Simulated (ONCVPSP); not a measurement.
Fe: one change to an ONCV potential, before and after

```
Element                 : iron
Generator               : ONCVPSP 4.0.1
Type                    : optimised norm-conserving Vanderbilt (ONCV)
Functional              : PBE
Relativity              : scalar-relativistic
Frozen core             : [Ar]
Valence charge          : 8
Reference configuration : 3d6 4s1.75 (charge +0.25)
Partial waves           : 4s: rc 2.50 bohr, ncon 4, nbas 9, qcut 3.3 1/bohr, 2 projectors, debl 1.4 Ha; p scattering state at 0.33 Ha: rc 2.50 bohr, ncon 4, nbas 8, qcut 2.9 1/bohr, 2 projectors, debl 1.1 Ha; 3d: rc 1.55 bohr, ncon 4, nbas 8, qcut 8.7 1/bohr, 1 projector
Local potential         : polynomial inside 1.15 bohr (lpopt 5, dvloc0 0 Ha)
Core correction         : Teter function fitted to the true core (icmod 2), fcfact 0.25
```

In the p channel the program set the typed energies aside and used 0.050, 1.150 Ha.

Change: core [Ne], valence charge 16; reference 3s2 3p6 3d6 4s2; waves now 3s+4s: rc 1.50 bohr, ncon 4, nbas 8, qcut 9.3 1/bohr, 2 projectors; 3p: rc 1.10 bohr, ncon 5, nbas 9, qcut 11 1/bohr, 3 projectors, debl 2.6 Ha; 3d: rc 1.25 bohr, ncon 4, nbas 9, qcut 11.9 1/bohr, 1 projector; local potential polynomial inside 0.90 bohr (lpopt 4, dvloc0 3 Ha).

Cutoffs: the cutoffs (Ha) at which the residual kinetic energy of the hardest occupied pseudo-wave falls to 1 and 0.1 mHa per electron; they do not see the model core or the augmentation charge, which bear on the density cutoff. Errors are all-electron minus pseudo energies relative to the spin-unpolarised reference configuration.

Problem. What does the change do?

Solution. The potential gets harder (34 Ha and 54 Ha → 57 Ha and 64 Ha); the bound ghost in s disappears; the lowest positive-energy flag moves from p at 59.9 eV to none. The added semicore shells are compact, so their waves need more plane waves. Several settings change at once here, so the effects cannot be laid on one of them.

```tsv
quantity	base	changed
cutoff, loose	34 Ha	57 Ha
cutoff, tight	54 Ha	64 Ha
bound ghosts	s	none
GHOST(+) flags under 300 eV	p at 59.9 eV	none
largest error over its own tests, meV	-141	-316
rms error of d²Exc/dni dnj with the model core, mHa	6.50	1.61
```

 A true bound ghost makes a file unfit for plane-wave use even where its test errors are small: the radial tests pick states by their node count and pass the ghost by.
